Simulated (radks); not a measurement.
The chromium ion Cr8+, configuration [Ne] 3s2 3p3.75 4p0.25 (fractional occupations, a model configuration).

Calculated with a radial shooting solver on a logarithmic mesh with Libxc functionals: non-relativistic Kohn-Sham, r2SCAN, spin-polarised, spherical densities, point nucleus; open shells are filled with parallel spins first; meta-GGA in the generalised Kohn-Sham scheme.

Energy parts (hartree):
part                       energy
total                 -1020.91263
kinetic                1020.30857
electron-nucleus      -2316.89033
Hartree                 318.68995
exchange-correlation    -43.02082

Orbitals (lengths in bohr, moments of r in powers of bohr; <r^-3> diverges for s and p1/2; r(max) is where P^2 peaks):
orbital  occ.  eigenvalue (hartree)   r(max)  <r^-3>      <r>
1s up       1             -222.1308  0.04226       -  0.06421
1s down     1             -222.0609  0.04225       -  0.06419
2s up       1             -31.30437   0.2453       -   0.2942
2s down     1             -31.27406   0.2456       -   0.2940
2p up       3             -27.61891   0.1984   354.0   0.2595
2p down     3             -27.54954   0.1988   353.0   0.2595
3s up       1              -8.67493   0.7422       -   0.8170
3s down     1              -8.41219   0.7450       -   0.8235
3p up       3              -7.55104   0.7415   57.11   0.8273
3p down  0.75              -7.29013   0.7441   56.34   0.8334
3d up       0              -5.78586   0.6733   6.767   0.8147
3d down     0              -5.55035   0.6639   6.906   0.8137
4s up       0              -3.61624    1.704       -    1.763
4s down     0              -3.37842    1.726       -    1.795
4p up    0.25              -3.24750    1.786   15.14    1.849
4p down     0              -3.01360    1.846   15.00    1.905
4f up       0              -2.30375    1.697  0.3650    1.908
5p up       0              -1.83469    3.297   6.889    3.202

The highest occupied level is 4p up at -88.369 eV. The configuration is held as typed, so some empty levels lie below it. Spin moment in Bohr magnetons: 2.5. The spin density at the nucleus is 0.643 e/bohr^3 (1s -1.749, 2s 0.887, 3s 1.506), a Fermi contact field of 33.7 T. Virial ratio -V/T = 2.00059.
